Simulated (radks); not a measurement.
Question: Spherical quantum dot in the effective-mass picture: electrons in a hard-walled sphere of radius 2.84, with a point charge +1 (a donor) at the centre, all in effective atomic units (hartree* = m*/eps^2 hartree, bohr* = eps/m* bohr), one dielectric constant everywhere. Calculated with a radial shooting solver with Libxc functionals: non-relativistic Kohn-Sham, PBE, spin-polarised, spherical densities. Levels are named by radial order and angular momentum (1s, 1p, 1d, 2s, ...), and open shells are averaged over m. Results are scaled to m* = 0.21 and eps = 17.6, for which hartree* = 18.45 meV and bohr* = 4.435 nm. At N = 17 the configuration is 1s2 1p6 1d(up 5, down 4). Does electron 18 go into 2s up or 2s down or 1d down?

Answer: Into 1d down. The total energies of the other choices lie higher by 7.53 meV (2s up), 7.64 meV (2s down).
